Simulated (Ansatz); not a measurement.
Program: Ansatz. Geometries: PBE0-D4/def2-TZVP. ΔE: electronic, gas phase. CCSD(T)/CBS is the MP2 limit (def2-TZVPP, def2-QZVPP) plus CCSD(T) − MP2 in def2-TZVPP, frozen cores. DFT in def2-TZVPP. One conformer a species, not always the lowest.

Consider the cleavage of the Si–Si bond: `O[SiH](Cl)[SiH](Cl)Cl` + `O[SiH](O)O` → `O[SiH](O)O[SiH](O)Cl` + `Cl[SiH2]Cl`.

| level | ΔE (kJ/mol) | difference from CCSD(T)/CBS |
| --- | --- | --- |
| r2SCAN-D4 | -140.4 | 5.3 |
| PBE0-D4 | -128.1 | 17.6 |
| ωB97M-V | -148.2 | -2.5 |
| B2PLYP | -149.5 | -3.8 |
| PBE | -118.4 | 27.3 |
| PBE0 | -129.7 | 16.0 |
| HF/def2-TZVPP | -173.4 | -27.7 |
| MP2/def2-TZVPP | -151.7 | -6.0 |
| SCS-MP2/def2-TZVPP | -155.0 | -9.3 |
| CCSD/def2-TZVPP | -152.2 | -6.5 |
| CCSD(T)/def2-TZVPP | -148.3 | -2.6 |
| HF/def2-QZVPP | -176.3 | -30.6 |
| MP2/def2-QZVPP | -151.2 | -5.5 |
| SCS-MP2/def2-QZVPP | -154.7 | -9.0 |
| HF/CBS(def2) | -176.7 | -31.0 |
| MP2/CBS(def2) | -149.1 | -3.4 |
| CCSD(T)/CBS | -145.7 | 0 |

Largest T1 diagnostic among the species: 0.011.

In def2-TZVPP, CCSD(T) changes the Hartree–Fock value by +25.1 kJ/mol (the triples alone add +3.9 kJ/mol) and MP2 by +21.7 kJ/mol. From PBE to PBE0 (25 % exact exchange), in def2-TZVPP and without D4, ΔE moves by −11.3 kJ/mol.
